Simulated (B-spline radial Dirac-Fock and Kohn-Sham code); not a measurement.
## Compton profile of Ge²⁹⁺

System: germanium as Ge²⁹⁺, [He] 2s1.

Input of the calculation (task.json; shells as n, l, electrons):

```json
{"items": [{
  "Z": 32,
  "q": 29,
  "cfg": [[1, 0, 2], [2, 0, 1]],
  "A": 74,
  "rrms": 4.0742,
  "do": ["scatter"],
  "s": [0.0, 0.05, 0.1, 0.15, 0.2, 0.25, 0.3, 0.35, 0.4, 0.45, 0.5, 0.6, 0.7, 0.8, 0.9, 1.0, 1.1, 1.2, 1.4, 1.6, 1.8, 2.0, 2.5, 3.0, 3.5, 4.0, 5.0, 6.0],
  "pz": [0, 0.1, 0.2, 0.3, 0.4, 0.5, 0.6, 0.8, 1.0, 1.2, 1.4, 1.6, 1.8, 2.0, 2.5, 3.0, 4.0, 5.0, 7.0, 10.0, 15.0, 20.0, 30.0, 40.0, 60.0, 100.0],
  "hv_scatter": [1000, 5000, 8047.8, 10000, 20000, 30000, 100000, 200000]
}]}
```

Command: `python xray_run.py task.json out`

Calculated with an atomic code on a B-spline grid, using the impulse approximation on relativistic Hartree-Fock (Dirac-Fock) wave functions, averaged over the configuration. pz is in atomic units of momentum; subshell profiles are per electron, for a selection of subshells; open shells are spread over both j values by their weights.

```tsv
pz	J total	J 1s1/2	J 2s1/2
0	0.1400	0.0263	0.0874
0.4	0.1396	0.0263	0.0870
0.5	0.1393	0.0263	0.0868
0.6	0.1390	0.0263	0.0865
0.8	0.1382	0.0262	0.0857
1	0.1372	0.0262	0.0848
1.2	0.1360	0.0262	0.0836
1.4	0.1346	0.0261	0.0823
1.6	0.1330	0.0261	0.0808
1.8	0.1312	0.0260	0.0791
2	0.1293	0.0260	0.0773
2.5	0.1238	0.0258	0.0722
3	0.1176	0.0256	0.0664
4	0.1040	0.0251	0.0538
5	0.09016	0.0245	0.0412
7	0.06659	0.0228	0.0209
10	0.04586	0.0199	0.00611
15	0.03153	0.0145	0.00251
20	0.02197	0.00984	0.00230
30	0.009110	0.00406	0.000983
40	0.003644	0.00165	0.000343
60	0.0007076	0.000327	5.44e-05
100	6.244e-05	2.92e-05	4.08e-06
```

J(0) = 0.1400. The 2s1/2 subshell gives the largest part, 62 %.

Mean momentum ⟨p⟩ by subshell (a.u.): 1s1/2 27.8, 2s1/2 10.6.
